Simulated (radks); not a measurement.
Values are calculated unless marked as measured or tabulated.
Ionisation ladder of tungsten, from W51+ to W53+. Each ion is in the ground configuration listed by NIST, and IE = E(next ion) - E(this ion). Code: a radial shooting solver on a logarithmic mesh with Libxc functionals. Model: scalar-relativistic Kohn-Sham, BLYP, spin-polarised, spherical densities, point nucleus; open shells are filled with parallel spins first (spin-orbit coupling, left out, can overturn this in heavy ions).

| species | configuration | E (hartree) | IE, Delta-SCF (eV) | -e(HOMO) (eV) | HOMO | <r> HOMO (bohr) | IE, NIST (eV) | kind | error (eV) |
|---|---|---|---|---|---|---|---|---|---|
| W51+ | [Ar] 3d5 | -13861.6313 | 4757.6 | 4692.8 | 3d up | 0.170 | 4709 | semi-emp. | +48.6 |
| W52+ | [Ar] 3d4 | -13686.7933 | 4892.1 | 4826.8 | 3d up | 0.168 | 4927 | semi-emp. | -34.9 |
| W53+ | [Ar] 3d3 | -13507.0102 | 5027.7 | 4961.9 | 3d up | 0.167 | 5063 | semi-emp. | -35.3 |

Reference values: NIST Atomic Spectra Database (exp. = measured, semi-emp. = semi-empirical, theory = theoretical value adopted there). The ionisation energy per charge of the ion left behind rises most, in proportion, at W52+ ([Ar] 3d4), from 91.492 to 92.305 eV. Against the entries that are not theoretical the mean signed error is -0.1 % and the largest +1.0 %. Open shells are spherical and high-spin; term and fine-structure splittings are not resolved. Spin-orbit splitting is averaged out at the scalar-relativistic level.
